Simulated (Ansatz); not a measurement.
The first iterations of a band of CH6AlBSe (10 atoms, charge 0, multiplicity 1).

Theory: RKS BLYP-D4/def2-SVP (Ansatz).

```json
{
 "movable images": "5",
 "climbing image": "yes",
 "spring": "5.0 eV/Å²",
 "optimiser": "quadratic models (default)",
 "start path": "IDPP",
 "force threshold": "0.05 eV/Å",
 "iteration limit": "60",
 "end points": "relaxed"
}
```

First end point:

```xyz
10
Properties=species:S:1:pos:R:3
C -1.371 0.301 -1.093
Se -1.167 -1.475 -0.191
B 0.432 -1.269 0.839
Al 1.618 0.478 0.917
H -2.275 0.255 -1.728
H -1.496 1.092 -0.331
H -0.486 0.499 -1.726
H 0.670 -2.298 1.446
H 1.360 1.625 2.009
H 2.798 0.741 -0.138
```

Last end point:

```xyz
10
Properties=species:S:1:pos:R:3
C -1.352 0.289 -1.121
Se -1.157 -1.481 -0.204
B 0.423 -1.263 0.854
Al 1.598 0.492 0.944
H -2.255 0.241 -1.757
H -1.476 1.086 -0.366
H -0.465 0.478 -1.754
H 0.653 -2.287 1.470
H 2.809 0.745 -0.078
H 1.304 1.649 2.016
```

| iteration | highest image above the first end (eV) | largest band force component (eV/Å) |
| --- | --- | --- |
| 1 | 0.471 | 1.019 |
| 2 | 0.183 | 0.385 |

Q: Does the band converge within its limit, and where does its top end?

A: The run converged. It ended after 7 iterations with the highest image 0.063 eV above the first end. A vibrational analysis at the climbing image gives one clearly imaginary mode, 123i cm⁻¹: a first-order saddle point.

The run took 88 s on 2 threads of Intel(R) Xeon(R) Platinum 8259CL CPU @ 2.50GHz (Skylake/Cascade Lake) (shared host), peak memory 0.17 GiB.
